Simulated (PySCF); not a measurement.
## Calculated data, AlClGeO, BGeH₅N, BGeH₉Si₂, BClGeH₃O and others

Computed with PySCF 2.14.0. Calculation on a computer-drawn molecule: optimised geometry and harmonic frequencies of an isolated molecule of the commonest isotopes, restricted reference for singlets and unrestricted otherwise, frozen core in MP2; on germanium a core potential holds 10 electrons, which the energies leave out, and 3d is frozen in MP2 and coupled-cluster steps.

Common to all runs: multiplicity 1.

```json
{"entry": 1, "formula": "AlClGeO", "start_structure": {"atoms_angstrom": [["O", 0.7553, 1.339, 3.7819], ["Al", -0.0129, 1.1537, 2.4194], ["Ge", -1.3251, 0.9877, 0.1359], ["Cl", -1.0131, -1.1944, -0.0138]]}, "given": {"charge": 0, "method": "MP2", "basis": "cc-pV(D+d)Z", "basis_and_core_potential_on_germanium": "cc-pVDZ-PP ECP10MDF", "drawn_bonds_atom": [1, 2, 3], "drawn_bonds_other_atom": [2, 3, 4], "drawn_bonds_order": [2, 1, 1]}, "results": {"optimised_atom_element": ["O", "Al", "Ge", "Cl"], "optimised_atom_x [angstrom]": [0.778, -0.01973, -1.335, -1.019], "optimised_atom_y [angstrom]": [1.349, 1.153, 0.98, -1.196], "optimised_atom_z [angstrom]": [3.824, 2.407, 0.1165, -0.0241], "modes_frequency [cm^-1]": [59.95, 100.3, 151.9, 244.6, 402.6, 1007], "modes_reduced_mass [dalton]": [24.29, 21.68, 25.33, 30.34, 41.56, 19.11], "rotational_constants [GHz]": [4.789, 1.306, 1.026], "total_energy [hartree]": -1070.1419, "convergence_status_largest_gradient_component [hartree/bohr]": 2.762e-05}}
{"entry": 2, "formula": "BGeH5N", "start_structure": {"atoms_angstrom": [["B", -0.5171, 1.2487, 0.7009], ["Ge", -0.3592, -0.6866, 1.1749], ["N", -1.8412, -1.7354, 0.5207], ["H", -1.5677, 1.7988, 0.9144], ["H", 0.4627, 1.9706, 0.7223], ["H", 0.704, -1.2906, 0.1278], ["H", -1.9922, -1.4565, -0.4556], ["H", -2.6521, -1.3466, 1.0011]]}, "given": {"charge": -1, "method": "HF", "basis": "aug-cc-pVDZ", "basis_and_core_potential_on_germanium": "aug-cc-pVDZ-PP ECP10MDF", "drawn_bonds_atom": [1, 2, 1, 1, 2, 3, 3], "drawn_bonds_other_atom": [2, 3, 4, 5, 6, 7, 8], "drawn_bonds_order": [1, 1, 1, 1, 1, 1, 1]}, "results": {"optimised_atom_element": ["B", "Ge", "N", "H", "H", "H", "H", "H"], "optimised_atom_x [angstrom]": [-0.4798, -0.3675, -1.865, -1.536, 0.5218, 0.837, -2.291, -2.582], "optimised_atom_y [angstrom]": [1.328, -0.6414, -1.711, 1.924, 2.006, -1.345, -1.334, -1.724], "optimised_atom_z [angstrom]": [0.7149, 1.007, 0.4079, 0.7664, 0.816, 0.3036, -0.4202, 1.111], "modes_frequency [cm^-1]": [98.52, 146.6, 262.1, 465.1, 567.8, 610.1, 658.6, 719.7, 796.7, 881.4, 944.7, 1229, 1683, 2023, 2534, 2583, 3705, 3785], "modes_reduced_mass [dalton]": [1.493, 1.644, 1.257, 1.1, 4.901, 1.779, 1.579, 1.306, 1.091, 1.26, 1.121, 1.168, 1.089, 1.02, 1.053, 1.122, 1.051, 1.092], "rotational_constants [GHz]": [16.34, 5.619, 4.384], "total_energy [hartree]": -375.3981, "convergence_status_largest_gradient_component [hartree/bohr]": 9.747e-06}}
{"entry": 3, "formula": "BGeH9Si2", "start_structure": {"atoms_angstrom": [["B", -2.1025, 0.194, 0.318], ["Si", -0.6027, -0.9841, 0.1185], ["Si", 1.3488, 0.3195, 0.3376], ["Ge", 1.4698, 2.0749, -1.2869], ["H", -2.5883, 0.8148, -0.45], ["H", -2.5887, 0.2878, 1.4623], ["H", -0.4004, -1.6255, -1.2032], ["H", -0.4008, -2.0764, 0.9882], ["H", 1.4432, 1.038, 1.7084], ["H", 2.6005, -0.3273, 0.3255], ["H", 2.623, 2.8981, -1.2776], ["H", 1.2934, 1.5942, -2.699], ["H", 0.2895, 3.0493, -1.1514]]}, "given": {"charge": 0, "method": "HF", "basis": "cc-pV(D+d)Z", "basis_and_core_potential_on_germanium": "cc-pVDZ-PP ECP10MDF", "drawn_bonds_atom": [1, 2, 3, 1, 1, 2, 2, 3, 3, 4, 4, 4], "drawn_bonds_other_atom": [2, 3, 4, 5, 6, 7, 8, 9, 10, 11, 12, 13], "drawn_bonds_order": [1, 1, 1, 1, 1, 1, 1, 1, 1, 1, 1, 1]}, "results": {"optimised_atom_element": ["B", "Si", "Si", "Ge", "H", "H", "H", "H", "H", "H", "H", "H", "H"], "optimised_atom_x [angstrom]": [-2.188, -0.5244, 1.397, 1.478, -2.698, -2.662, -0.5064, -0.4041, 1.399, 2.621, 2.727, 1.503, 0.241], "optimised_atom_y [angstrom]": [0.1454, -0.9796, 0.4048, 2.134, 0.7703, 0.2475, -1.551, -2.1, 1.047, -0.428, 3.007, 1.523, 3.037], "optimised_atom_z [angstrom]": [0.4391, 0.1094, 0.3346, -1.341, -0.4492, 1.536, -1.262, 1.078, 1.674, 0.2222, -1.168, -2.748, -1.235], "modes_frequency [cm^-1]": [36.68, 80.41, 87.2, 116.0, 147.3, 334.3, 355.2, 429.6, 441.8, 490.3, 506.0, 612.2, 649.4, 696.1, 777.4, 796.5, 829.5, 899.7, 966.0, 966.6, 969.3, 1010, 1029, 1261, 2202, 2208, 2219, 2280, 2281, 2288, 2294, 2677, 2757], "modes_reduced_mass [dalton]": [2.558, 2.657, 1.147, 1.155, 3.169, 6.037, 1.102, 1.38, 2.512, 1.107, 1.151, 1.228, 3.766, 1.086, 1.164, 1.161, 1.179, 1.048, 1.03, 1.029, 1.285, 1.066, 1.058, 1.145, 1.023, 1.023, 1.012, 1.042, 1.035, 1.045, 1.039, 1.053, 1.126], "rotational_constants [GHz]": [4.358, 1.017, 0.9014], "total_energy [hartree]": -901.1348, "convergence_status_largest_gradient_component [hartree/bohr]": 1.992e-05}}
{"entry": 4, "formula": "BClGeH3O", "start_structure": {"atoms_angstrom": [["O", 0.2195, -2.5243, 0.3336], ["Ge", 0.2292, -0.8654, 0.9029], ["B", -0.598, -0.1294, -0.9475], ["Cl", -1.221, 0.3461, -2.3671], ["H", 0.5352, -3.2166, 0.9026], ["H", 1.5993, -0.2344, 1.0274], ["H", -0.792, -0.545, 1.9729]]}, "given": {"charge": 1, "method": "MP2", "basis": "cc-pV(D+d)Z", "basis_and_core_potential_on_germanium": "cc-pVDZ-PP ECP10MDF", "drawn_bonds_atom": [1, 2, 3, 1, 2, 2], "drawn_bonds_other_atom": [2, 3, 4, 5, 6, 7], "drawn_bonds_order": [1, 1, 1, 1, 1, 1]}, "results": {"optimised_atom_element": ["O", "Ge", "B", "Cl", "H", "H", "H"], "optimised_atom_x [angstrom]": [0.2024, 0.2294, -0.5918, -1.215, 0.5375, 1.607, -0.797], "optimised_atom_y [angstrom]": [-2.54, -0.862, -0.1259, 0.3244, -3.203, -0.2249, -0.5371], "optimised_atom_z [angstrom]": [0.2849, 0.9044, -0.9307, -2.359, 0.9129, 1.031, 1.982], "modes_frequency [cm^-1]": [79.37, 97.92, 199.2, 281.1, 308.7, 540.3, 635.8, 723.3, 767.6, 877.7, 926.3, 1249, 2251, 2264, 3809], "modes_reduced_mass [dalton]": [7.019, 1.106, 3.625, 27.22, 9.982, 1.302, 1.09, 9.587, 1.083, 1.024, 1.111, 12.43, 1.014, 1.027, 1.067], "rotational_constants [GHz]": [9.933, 1.318, 1.183], "total_energy [hartree]": -854.4055, "convergence_status_largest_gradient_component [hartree/bohr]": 2.078e-05}}
{"entry": 5, "formula": "CH5GeOSi", "start_structure": {"atoms_angstrom": [["C", -1.6107, -2.4674, 1.9242], ["Si", -0.8055, -1.2683, 0.8106], ["Ge", -1.7865, -1.4911, -1.4592], ["O", -0.8931, -0.1848, -2.1225], ["H", -1.2694, -2.6242, 2.9525], ["H", -2.3995, -3.1387, 1.5233], ["H", 0.0984, -0.1964, 0.4976], ["H", -2.8318, -1.9365, -2.6862], ["H", -0.8548, 0.2032, -3.0342]]}, "given": {"charge": 1, "method": "HF", "basis": "cc-pV(D+d)Z", "basis_and_core_potential_on_germanium": "cc-pVDZ-PP ECP10MDF", "drawn_bonds_atom": [1, 2, 3, 1, 1, 2, 3, 4], "drawn_bonds_other_atom": [2, 3, 4, 5, 6, 7, 8, 9], "drawn_bonds_order": [2, 1, 1, 1, 1, 1, 1, 1]}, "results": {"optimised_atom_element": ["C", "Si", "Ge", "O", "H", "H", "H", "H", "H"], "optimised_atom_x [angstrom]": [-1.629, -0.7752, -1.59, -0.9113, -1.45, -2.399, 0.2827, -2.677, -1.204], "optimised_atom_y [angstrom]": [-2.438, -1.233, -1.21, -0.08941, -2.666, -3.04, -0.3007, -2.09, -0.03655], "optimised_atom_z [angstrom]": [1.668, 0.817, -1.37, -2.473, 2.715, 1.198, 1.188, -1.959, -3.378], "modes_frequency [cm^-1]": [67.17, 110.4, 203.9, 261.3, 389.1, 426.5, 564.4, 648.8, 705.1, 771.5, 842.9, 850.4, 929.3, 956.2, 1006, 1511, 2313, 2445, 3303, 3401, 4086], "modes_reduced_mass [dalton]": [4.981, 3.749, 5.341, 1.202, 7.711, 1.074, 1.109, 1.065, 1.034, 1.126, 7.743, 1.245, 1.171, 1.234, 4.156, 1.184, 1.021, 1.045, 1.058, 1.114, 1.068], "rotational_constants [GHz]": [11.76, 1.873, 1.616], "total_energy [hartree]": -697.6586, "convergence_status_largest_gradient_component [hartree/bohr]": 2.473e-05}}
```
